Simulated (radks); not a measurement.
Results of a calculation; reference values are marked as such.
Spherical quantum dot in the effective-mass picture: electrons in a hard-walled sphere of radius 1.53, with a point charge +1 (a donor) at the centre, all in effective atomic units (hartree* = m*/eps^2 hartree, bohr* = eps/m* bohr), one dielectric constant everywhere. Level of theory: non-relativistic Kohn-Sham, PBEsol, spin-polarised, spherical densities (a radial shooting solver with Libxc functionals). Levels are named by radial order and angular momentum (1s, 1p, 1d, 2s, ...), and open shells are averaged over m. Results are scaled to m* = 0.27 and eps = 6.7, for which hartree* = 163.7 meV and bohr* = 1.313 nm.

N = 26, configuration 1s2 1p6 1d10 2s2 1f(up 6, down 0). This is the lowest configuration that the search found. Occupied and some empty levels:

| level | occupation | eigenvalue (meV) | <r> (nm) |
|---|---|---|---|
| 1s up | 1 | 3918.9 | 1.195 |
| 1s down | 1 | 3943.5 | 1.185 |
| 1p up | 3 | 4168.0 | 1.318 |
| 1p down | 3 | 4197.2 | 1.314 |
| 1d up | 5 | 4533.6 | 1.390 |
| 1d down | 5 | 4565.4 | 1.388 |
| 2s up | 1 | 4903.1 | 0.9011 |
| 2s down | 1 | 4915.7 | 0.9060 |
| 1f up | 6 | 5007.8 | 1.444 |
| 1f down | 0 | 5041.2 | 1.442 |
| 1g up | 0 | 5582.9 | 1.486 |
| 1g down | 0 | 5617.2 | 1.485 |
| 2p up | 0 | 5637.7 | 1.049 |
| 2p down | 0 | 5653.1 | 1.049 |
| 2d up | 0 | 6414.5 | 1.143 |
| 2d down | 0 | 6433.3 | 1.142 |

Energy (meV): total 70542.3, kinetic 30706, external -4748.3, Hartree 49217, exchange-correlation -4632.9.

Electron density:

| r (nm) | n(r) (e/nm^3) |
|---|---|
| 0.155 | 1.954 |
| 0.305 | 1.476 |
| 0.455 | 1.103 |
| 0.605 | 0.8679 |
| 0.756 | 0.7977 |
| 0.906 | 0.8925 |
| 1.06 | 1.106 |
| 1.21 | 1.331 |
| 1.36 | 1.416 |
| 1.51 | 1.239 |
| 1.66 | 0.7994 |
| 1.81 | 0.3032 |
| 1.96 | 0.02055 |
